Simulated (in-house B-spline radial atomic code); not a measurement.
# Ionising Ta3+ with different functionals

Computed with a radial B-spline atomic code at the basis-set limit: four-component Dirac-Coulomb Hamiltonian, Fermi nucleus of rms radius 5.3507 fm, spin-restricted, spherical fractional occupations for the functionals. The ionisation energy is the difference of two self-consistent energies, [Xe] 4f14 5d2 → [Xe] 4f14 5d1, without Breit or QED terms; ε is the level of the shell that loses the electron (mean over j). The electron is taken from both j subshells in proportion to 2j + 1, so the result is a j average, not the step between ground levels.

Hybrids are left out here: with spherical fractional occupations of an open shell their exact exchange keeps a self-interaction that integer-occupation calculations don't have.

| method | rung | ΔSCF (eV) | -ε(5d) (eV) |
| --- | --- | --- | --- |
| LDA VWN5 | LDA | 35.35 | 29.44 |
| relativistic LDA | LDA | 35.36 | 29.45 |
| LDA PW92 | LDA | 35.34 | 29.43 |
| LDA exchange-only | LDA | 33.88 | 28.01 |
| PBE | GGA | 35.02 | 29.11 |
| PBEsol | GGA | 35.01 | 29.11 |
| BLYP | GGA | 35.01 | 29.09 |
| RPBE | GGA | 34.92 | 29.00 |
| PW91 | GGA | 35.10 | 29.18 |
| BP86 | GGA | 35.09 | 29.20 |
| AM05 | GGA | 35.00 | 29.10 |
| OLYP | GGA | 34.98 | 29.02 |

(1) How do they compare with the NIST value?

Results:

(1) NIST lists 35 eV ± 1.7 (tabulated theory, ground level to ground level). Errors run from -1.12 to +0.36 eV; all lie within about twice that uncertainty, so the table can't rank the methods.
